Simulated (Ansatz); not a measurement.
Start from `O=CC(F)[SiH2]Cl` and change one atom or group to get `O=CC(F)BF`.

Ansatz, PBE0-D4/def2-TZVP geometries, multiplicity 1. Each molecule was computed in one conformer, which needn't be the lowest.

```csv
property,`O=CC(F)[SiH2]Cl`
LUMO energy (PBE0/def2-TZVPP) / eV,-1.53
size of the dipole moment (PBE/def2-TZVPP) / D,0.34
size of the dipole moment (ωB97M-V/def2-TZVPP) / D,0.33
LUMO energy (ωB97M-V/def2-TZVPP) / eV,0.72
HOMO–LUMO gap (PBE0/def2-TZVPP) / eV,6.48
LUMO energy (B3LYP/def2-TZVPP) / eV,-1.80
```

(1) Give the same properties after the change, and the shifts. (An estimate is asked.)

Results:

(1) The calculation gave: 
| property | `O=CC(F)BF` | shift |
| --- | --- | --- |
| LUMO energy (PBE0/def2-TZVPP) / eV | -1.79 | -0.26 |
| size of the dipole moment (PBE/def2-TZVPP) / D | 1.37 | 1.03 |
| size of the dipole moment (ωB97M-V/def2-TZVPP) / D | 1.51 | 1.18 |
| LUMO energy (ωB97M-V/def2-TZVPP) / eV | 0.32 | -0.40 |
| HOMO–LUMO gap (PBE0/def2-TZVPP) / eV | 6.21 | -0.27 |
| LUMO energy (B3LYP/def2-TZVPP) / eV | -2.07 | -0.27 |

Dipoles are sizes alone; their direction can turn.

B3LYP here is the variant with VWN-RPA as its local correlation; programs differ in this.
